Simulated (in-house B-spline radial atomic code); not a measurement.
Ionising Os II (Os+) with different functionals

Computed with an all-electron radial atomic-structure program (B-spline basis): scalar-relativistic (spin-free X2C) Hamiltonian, Fermi nucleus of rms radius 5.4126 fm, spin-polarised at highest spin, spherical fractional occupations for the functionals, the average over the highest-spin determinants for Hartree-Fock. The ionisation energy is the difference of two self-consistent energies, [Xe] 4f14 5d6 6s1 → [Xe] 4f14 5d6, without Breit or QED terms; ε is the level of the shell that loses the electron (its least bound occupied spin orbital). There is no spin-orbit coupling in this Hamiltonian.

Hybrids are left out here: with spherical fractional occupations of an open shell their exact exchange keeps a self-interaction that integer-occupation calculations don't have.

```tsv
method	rung	ΔSCF (eV)	-ε(6s) (eV)
Hartree-Fock	Hartree-Fock	16.06	16.37
LDA VWN5	LDA	17.97	14.19
LDA PW92	LDA	17.96	14.19
LDA exchange-only	LDA	?	?
PBE	GGA	17.69	13.96
PBEsol	GGA	?	?
BLYP	GGA	17.53	13.73
RPBE	GGA	17.59	13.89
PW91	GGA	17.78	14.04
BP86	GGA	17.82	14.10
AM05	GGA	17.71	14.00
OLYP	GGA	17.34	13.65
TPSS	meta-GGA	17.52	13.91
SCAN	meta-GGA	17.90	14.20
r2SCAN	meta-GGA	17.76	14.36
revTPSS	meta-GGA	17.51	13.93
```

Question: What does PBEsol give?

Answer: ΔSCF 17.74 eV, and -ε(6s) = 14.02 eV.

Question: What does LDA exchange-only give?

Answer: ΔSCF 17.21 eV, and -ε(6s) = 13.48 eV.

Question: How do they compare with the NIST value?

Answer: NIST lists 17 eV ± 1 (semi-empirical, ground level to ground level). Errors run from -0.94 to +0.97 eV; all lie within about twice that uncertainty, so the table can't rank the methods. Hartree-Fock also lacks correlation.
